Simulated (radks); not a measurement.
Isoelectronic series with 29 electrons, all held in the configuration [Ar] 3d10 4s1, which need not be the ground one along the series. Method: scalar-relativistic Kohn-Sham, r2SCAN, spin-polarised, spherical densities, finite nucleus; open shells are filled with parallel spins first (spin-orbit coupling, left out, can overturn this in heavy ions); meta-GGA in the generalised Kohn-Sham scheme; Fermi nuclear charge, rms radius of each element as measured or else 0.836 A^(1/3) + 0.57 fm; computed with a radial shooting solver on a logarithmic mesh with Libxc functionals. Total energies (hartree) and mean radii <r> (bohr) (* marks an orbital that is empty in some or all of the ions):

| ion | E (hartree) | 4s down* | 4s up | 3d down |
|---|---|---|---|---|
| Er39+ | -12139.3551 | 0.4417 | 0.4424 | 0.1977 |
| Tm40+ | -12553.3466 | 0.4324 | 0.4330 | 0.1939 |
| Yb41+ | -12975.3294 | 0.4234 | 0.4240 | 0.1902 |
| Lu42+ | -13405.4463 | 0.4148 | 0.4154 | 0.1867 |
| Hf43+ | -13843.8203 | 0.4064 | 0.4070 | 0.1833 |
| Ta44+ | -14290.4745 | 0.3984 | 0.3989 | 0.1800 |
| W45+ | -14745.5047 | 0.3906 | 0.3911 | 0.1768 |
| Re46+ | -15209.0197 | 0.3831 | 0.3836 | 0.1737 |
| Os47+ | -15681.0701 | 0.3758 | 0.3763 | 0.1708 |
| Ir48+ | -16161.8389 | 0.3687 | 0.3692 | 0.1679 |
| Pt49+ | -16651.3457 | 0.3619 | 0.3624 | 0.1651 |
| Au50+ | -17149.7452 | 0.3553 | 0.3557 | 0.1624 |
| Hg51+ | -17657.1086 | 0.3488 | 0.3493 | 0.1598 |
| Tl52+ | -18173.5954 | 0.3426 | 0.3431 | 0.1573 |
